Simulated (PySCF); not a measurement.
Field gradients from PBE0/pcSseg-1 densities (PySCF, non-relativistic) at GFN2-xTB geometries, isolated species, one conformer each; χzz is the principal value of largest magnitude, with Q(14N) = 0.02044 b, Q(17O) = −0.0256 b. GFN2-xTB bond lengths can be off by several hundredths of an ångström, more for odd bonds, and the gradients follow them. The small basis limits the accuracy of the gradients.

Question: Rank these 14N sites by the size of the quadrupole coupling, smallest first.
A. The amide nitrogen of `O=CN[C@@H]1C=C[C@@H]1C=O`
B. The pyrrole-type nitrogen of `Cc1pccn1C(C)(C)C`
C. The nitrile nitrogen of `CC/C(=C/C#N)C(=O)O`
D. The nitrogen bonded to C, P and H of `C=CC1=C(C)P(NC)CC1`
E. The pyrrole-type nitrogen of `CCn1cpc(C(C)C)c1`
F. The silicon-bound nitrogen of `CN[Si@@]1(F)C=C(C)CC1`

Answer: E (2.664 MHz), B (2.804 MHz), A (4.178 MHz), C (4.675 MHz), F (5.120 MHz), D (5.431 MHz).

Question: Rank these 17O sites by the size of the quadrupole coupling, smallest first.
A. O4 (phosphoryl oxygen) in `[CH:1]#[C:2][P@@:3](=[O:4])([OH:5])[c:6]1[cH:7][cH:8][c:9]([Cl:10])[cH:11][cH:12]1`
B. O9 (amide oxygen) in `[CH2:1]=[C:2]1[CH2:3][C@@:4]1([CH:5]=[O:6])[C:7]([NH2:8])=[O:9]`
C. O9 (aldehyde oxygen) in `[O:1]=[CH:2][NH:3][C@@H:4]1[CH:5]=[CH:6][C@@H:7]1[CH:8]=[O:9]`
D. O9 (acid hydroxyl oxygen) in `[CH3:1][CH2:2]/[C:3](=[CH:4]/[C:5]#[N:6])[C:7](=[O:8])[OH:9]`

Answer: A (4.795 MHz), B (9.083 MHz), D (9.894 MHz), C (11.88 MHz).

All sites together:

```
nucleus                                                                                                          site  Vzz (au)     η  χzz (MHz)
    14N                                                       the nitrogen bonded to C, P and H of C=CC1=C(C)P(NC)CC1    -1.131  0.10     -5.431
    14N                                                                    the nitrile nitrogen of CC/C(=C/C#N)C(=O)O    -0.973  0.12     -4.675
    14N                                                                 the pyrrole-type nitrogen of Cc1pccn1C(C)(C)C    -0.584  0.22     -2.804
    14N                                                                the amide nitrogen of O=CN[C@@H]1C=C[C@@H]1C=O    -0.870  0.21     -4.178
    14N                                                                 the pyrrole-type nitrogen of CCn1cpc(C(C)C)c1    -0.555  0.23     -2.664
    14N                                                           the silicon-bound nitrogen of CN[Si@@]1(F)C=C(C)CC1    -1.066  0.35     -5.120
    17O                     O9 (acid hydroxyl oxygen) in [CH3:1][CH2:2]/[C:3](=[CH:4]/[C:5]#[N:6])[C:7](=[O:8])[OH:9]     1.645  0.41     -9.894
    17O  O4 (phosphoryl oxygen) in [CH:1]#[C:2][P@@:3](=[O:4])([OH:5])[c:6]1[cH:7][cH:8][c:9]([Cl:10])[cH:11][cH:12]1     0.797  0.17     -4.795
    17O                          O9 (amide oxygen) in [CH2:1]=[C:2]1[CH2:3][C@@:4]1([CH:5]=[O:6])[C:7]([NH2:8])=[O:9]    -1.510  0.12      9.083
    17O                         O9 (aldehyde oxygen) in [O:1]=[CH:2][NH:3][C@@H:4]1[CH:5]=[CH:6][C@@H:7]1[CH:8]=[O:9]    -1.974  0.52      11.88
```
